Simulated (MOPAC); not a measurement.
A run for MOPAC: PM7 on H2Se2 (SMILES [SeH][SeH]), a point of a torsion scan.

```
PM7 1SCF PRECISE CHARGE=0 THREADS=1
H2Se2

Se    -1.07406549 1     0.69557359 1     0.38753445 1
Se     1.07176272 1     0.49749652 1    -0.38989468 1
H     -1.59818649 1    -0.46367961 1    -0.31553043 1
H      1.11462532 1     1.79204016 1    -1.04959007 1
```

Program output:

```
*******************************************************************************
 **                                                                           **
 **                              MOPAC v23.2.5                                **
 **                                                                           **
 *******************************************************************************
 ** MOPAC's Digital Object Identifier: https://doi.org/10.5281/zenodo.6511958 **
 **                                                                           **
 ** Please cite the open-source release paper for use of this MOPAC version:  **
 ** J. E. Moussa and J. J. P. Stewart (2026)                                  **
 ** MOPAC: An open-source semiempirical molecular orbital program             **
 ** J. Open Source Softw., 11(119), 8025, https://doi.org/10.21105/joss.08025 **
 *******************************************************************************

                              PM7 CALCULATION RESULTS

 *******************************************************************************
 *  PM7        - The PM7 Hamiltonian to be used
 *
 *
 *
 *                 CHARGE ON SYSTEM = 0
 *
 *
 *
 *  PRECISE    - TIGHTER CRITERIA TO BE USED
 *  1SCF       - DO 1 SCF AND THEN STOP
 *  THREADS=1  - MULTI-THREADING NOT USED
 *  T=         - A TIME OF 172800.0 SECONDS REQUESTED
 *  DUMP=N     - RESTART FILE WRITTEN EVERY 7200.0 SECONDS REQUESTED
 *******************************************************************************
PM7 1SCF PRECISE CHARGE=0 THREADS=1
 H2Se2

   ATOM   CHEMICAL          X               Y               Z
  NUMBER   SYMBOL      (ANGSTROMS)     (ANGSTROMS)     (ANGSTROMS)

     1      Se         -1.07406549  *   0.69557359  *   0.38753445  *
     2      Se          1.07176272  *   0.49749652  *  -0.38989468  *
     3       H         -1.59818649  *  -0.46367961  *  -0.31553043  *
     4       H          1.11462532  *   1.79204016  *  -1.04959007  *



          CARTESIAN COORDINATES

    NO.       ATOM           X           Y           Z

     1        Se         -1.0741      0.6956      0.3875
     2        Se          1.0718      0.4975     -0.3899
     3         H         -1.5982     -0.4637     -0.3155
     4         H          1.1146      1.7920     -1.0496

 General Reference for PM7:
 "Optimization of Parameters for Semiempirical Methods VI: More Modifications to the
 NDDO Approximations and Re-optimization of Parameters", J. J. P. Stewart, J. Mol. Mod., 1:32, 19 (2013)
 https://link.springer.com/article/10.1007/s00894-012-1667-x

           Empirical Formula: H2 Se2  =     4 atoms



      MOLECULAR POINT GROUP   :   C2


      RHF CALCULATION, NO. OF DOUBLY OCCUPIED LEVELS = 7


 -------------------------------------------------------------------------------
 PM7 1SCF PRECISE CHARGE=0 THREADS=1
 H2Se2



     1SCF WAS SPECIFIED, SO BFGS WAS NOT USED
     SCF FIELD WAS ACHIEVED


                              PM7 CALCULATION
                                                       MOPAC v23.2.5 Linux




          FINAL HEAT OF FORMATION =          5.29404 KCAL/MOL =      22.15026 KJ/MOL


          COSMO AREA              =         95.65 SQUARE ANGSTROMS
          COSMO VOLUME            =         81.42 CUBIC ANGSTROMS

          IONIZATION POTENTIAL    =          8.040638 EV
          HOMO LUMO ENERGIES (EV) =         -8.041 -1.750
          NO. OF FILLED LEVELS    =          7
          MOLECULAR WEIGHT        =        159.9358         POINT GROUP:  C2

          MOLECULAR DIMENSIONS (Angstroms)

            Atom       Atom       Distance
            H     4    H     3     3.60367
           Se     2   Se     1     1.58952
           Se     2    H     3     0.72578


          SCF CALCULATIONS        =          1





   ATOM   CHEMICAL          X               Y               Z
  NUMBER   SYMBOL      (ANGSTROMS)     (ANGSTROMS)     (ANGSTROMS)

     1      Se         -1.07406549  *   0.69557359  *   0.38753445  *
     2      Se          1.07176272  *   0.49749652  *  -0.38989468  *
     3       H         -1.59818649  *  -0.46367961  *  -0.31553043  *
     4       H          1.11462532  *   1.79204016  *  -1.04959007  *

                             CARTESIAN COORDINATES

   1   Se       -1.074065490     0.695573590     0.387534450
   2   Se        1.071762720     0.497496520    -0.389894680
   3    H       -1.598186490    -0.463679610    -0.315530430
   4    H        1.114625320     1.792040160    -1.049590070


           Empirical Formula: H2 Se2  =     4 atoms



      MOLECULAR POINT GROUP   :   C2


                  EIGENVALUES
 -24.95449 -22.47546 -12.64138 -12.21752  -9.90085  -8.94722  -8.04064  -1.74965
   1.12753   1.14218


              NET ATOMIC CHARGES AND DIPOLE CONTRIBUTIONS

  ATOM NO.   TYPE          CHARGE      No. of ELECS.   s-Pop       p-Pop
    1         Se          -0.032963        6.0330     1.95381     4.07915
    2         Se          -0.032963        6.0330     1.95381     4.07915
    3          H           0.032963        0.9670     0.96704
    4          H           0.032963        0.9670     0.96704
 DIPOLE           X         Y         Z       TOTAL
 POINT-CHG.    -0.076     0.021    -0.216     0.230
 HYBRID        -0.310     0.087    -0.877     0.934
 SUM           -0.386     0.108    -1.093     1.164


          ATOMIC ORBITAL ELECTRON POPULATIONS

     Atom    s        px        py        pz
    1 Se   1.95381   1.08145   1.38652   1.61118
    2 Se   1.95381   1.11288   1.23806   1.72821
    3  H   0.96704
    4  H   0.96704

 **********************
 *                    *
 * JOB ENDED NORMALLY *
 *                    *
 **********************




 == MOPAC DONE ==
```

The run finished.

Cost: roughly 0.020 core-seconds.
